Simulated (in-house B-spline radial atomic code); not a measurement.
# PBE hybrid excitations of Rb⁺

Method: PBE hybrid with 0.6 exact exchange. Computed with an all-electron radial atomic-structure program (B-spline basis): linear response of the closed shell [Ar] 3d10 4s2 4p6 with the functional's adiabatic kernel; scalar-relativistic (spin-free one-electron X2C), finite nucleus, no spin-orbit coupling, no double excitations, S, P, D and F terms only; shells from n = 2 respond. Only terms of natural parity with L up to 3 were computed.

Command:
```bash
python run_td.py task.json out
```
Settings (radii: box in bohr, nucleus in fm):
```
Z                        37
electrons                36
configuration            [Ar] 3d10 4s2 4p6
hamiltonian              x2c
method                   pbeh
box_radius               41.61
exact_exchange_fraction  0.6
rms_radius               4.2036
intervals                75
```

Cost of the run: 3.9 s on 1 thread of Arm Neoverse N1, on a shared host.

The lowest states, in the order of their Tamm-Dancoff energies; the method's threshold (minus the highest occupied level) is 25.834 eV. Labels give the largest channel, * marks a mixed state, and oscillator strengths are full-response dipole values. Semilocal kernels can invert the small singlet-triplet splittings of Rydberg terms. Energies in eV:

```csv
state,full response,Tamm-Dancoff,oscillator strength
4p → 5s 3P,16.834,16.855,-
4p → 5s 1P,17.294,17.303,0.513
4p → 4d 3P,17.763,17.810,-
4p → 4d 3F,17.915,18.057,-
4p → 4d 1F,19.053,19.068,-
4p → 5p 3S,19.193,19.215,-
4p → 5p 3D,?,?,-
4p → 5p 1D,19.801,19.804,-
4p → 5p 1S,20.449,20.521,-
4p → 4d 1P,20.973,21.172,1.93
4p → 6s 3P,22.113,22.116,-
4p → 6s 1P,22.192,22.194,0.11
4p → 5d 3P,22.647,22.653,-
4p → 5d 3F,22.691,22.705,-
4p → 6p 3S,22.805,22.810,-
4p → 5d 1F,?,?,-
```

Problem. Where does 4p → 5p 3D lie?

Solution. At 19.638 eV in full response, 19.651 eV in Tamm-Dancoff.

Problem. Where does 4p → 5d 1F lie?

Solution. At 22.846 eV in full response, 22.848 eV in Tamm-Dancoff.

Problem. How large is the singlet-triplet splitting of 4p → 5s (P terms) in Tamm-Dancoff?

Solution. 0.448 eV, from the unrounded values.

Problem. What polarisabilities and dispersion coefficient does the method give?

Solution. Dipole 9.048 bohr³, quadrupole 35.05 bohr⁵, C6 54.69 hartree·bohr⁶ for two such species.
